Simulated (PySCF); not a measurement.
B(Et)(OH)2 (C2H7BO2), SMILES CCB(O)O.

Geometry optimised at PBE0-D3(BJ)/def2-SVP. One conformer was computed; it need not be the lowest.

Computed with TDA-PBE/def2-SVPD in PySCF.

Vertical excitations. Isolated molecule, no solvent. State labels are in the subgroup Cs.

Computed UV-visible absorptions:
| state | symmetry | energy (eV) | λ (nm) | f | main pairs |
|---|---|---|---|---|---|
| S1 | A' | 6.68 | 186 | 0.027 | HOMO→LUMO 100 % |
| S2 | A" | 7.01 | 177 | 0.000 | HOMO−1→LUMO 100 % |
| S3 | A" | 7.42 | 167 | 0.000 | HOMO−2→LUMO 100 % |
| S4 | A' | 7.58 | 164 | 0.001 | HOMO→LUMO+1 99 % |
| S5 | A" | 7.88 | 157 | 0.001 | HOMO→LUMO+2 83 %, HOMO−1→LUMO+1 15 % |
| S6 | A" | 7.93 | 156 | 0.008 | HOMO−1→LUMO+1 84 %, HOMO→LUMO+2 14 % |
| S7 | A' | 7.95 | 156 | 0.007 | HOMO→LUMO+3 54 %, HOMO−3→LUMO 45 % |
| S8 | A' | 8.00 | 155 | 0.059 | HOMO−3→LUMO 54 %, HOMO→LUMO+3 45 % |
| S9 | A' | 8.15 | 152 | 0.022 | HOMO−4→LUMO 97 % |
| S10 | A" | 8.28 | 150 | 0.000 | HOMO−1→LUMO+3 95 % |
| T1 | A' | 6.55 | 189 | 0 | HOMO→LUMO 100 % |
| T2 | A" | 6.87 | 180 | 0 | HOMO−1→LUMO 100 % |
| T3 | A" | 7.23 | 172 | 0 | HOMO→LUMO+2 98 % |
| T4 | A" | 7.33 | 169 | 0 | HOMO−2→LUMO 98 % |
Triplets are in the Tamm–Dancoff approximation.
